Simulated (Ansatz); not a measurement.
Gas-phase electronic energies from Ansatz, PBE0-D4/def2-TZVP geometries. CBS: MP2 limit from def2 TZ/QZ plus the TZ coupled-cluster correction, frozen cores. This one scheme is used for every species. Functionals use def2-TZVPP. B3LYP here is the variant with VWN-RPA as its local correlation; programs differ in this. For Ga outer-core shells are correlated without core-valence functions, which leaves a few kJ/mol of doubt a bond. Scalar relativity is left out up to krypton. Each species was taken in one conformer, which may not be the lowest.

`[NH2][GaH][AlH2]` + NH₃ → `[NH2][GaH][NH2]` + `[AlH3]`  (cleavage of the Ga–Al bond)

`[NH2][GaH][AlH2]`:

```xyz
8

N     0.098    1.616    0.875
Ga    0.300    0.519   -0.568
Al   -0.316   -1.912   -0.402
H     0.330    2.596    0.861
H    -0.253    1.333    1.774
H     0.875    1.294   -1.816
H     0.746   -3.016    0.035
H    -1.780   -2.430   -0.758
```

NH₃:

```xyz
4

N    -0.185    0.114    0.179
H     0.613    0.719    0.027
H     0.172   -0.769    0.521
H    -0.601   -0.064   -0.727
```

`[NH2][GaH][NH2]`:

```xyz
8

N     1.039   -1.158    0.249
Ga   -0.566   -0.336    0.039
N    -0.545    1.450   -0.288
H     1.928   -0.689    0.237
H     1.132   -2.132    0.477
H    -1.900   -1.127    0.132
H    -1.376    1.988   -0.458
H     0.288    2.003   -0.389
```

`[AlH3]`:

Cartesian coordinates in Å:
```
Al 0.000 0.000 0.000
H 1.142 -0.602 -0.921
H -0.990 -0.969 0.772
H -0.152 1.571 0.149
```

| species | B3LYP energy (Eh) |
| --- | --- |
| `[NH2][GaH][AlH2]` | -2225.15172 |
| NH₃ | -56.58862 |
| `[NH2][GaH][NH2]` | -2037.51031 |
| `[AlH3]` | -244.23308 |

Q: Work out ΔE.

A: ΔE = (-2037.51031) + (-244.23308) − (-2225.15172) − (-56.58862) = -0.00305 Eh = -8.0 kJ/mol. CCSD(T)/CBS gives -14.3 kJ/mol.

Largest T1 diagnostic among the species: 0.015.

From PBE to PBE0 (25 % exact exchange), in def2-TZVPP and without D4, ΔE moves by −6.1 kJ/mol. At CCSD(T), def2-SVP lies −4.2 kJ/mol from the extrapolated value and def2-TZVPP +1.1 kJ/mol. Leaving LDA and LC-ωPBE aside and taking each functional with its dispersion term where it has one, the values, not all of them listed here, spread over 23.5 kJ/mol, from CAM-B3LYP-D4 to PBE-D4. LDA lies −8.8 kJ/mol from PBE without D4.
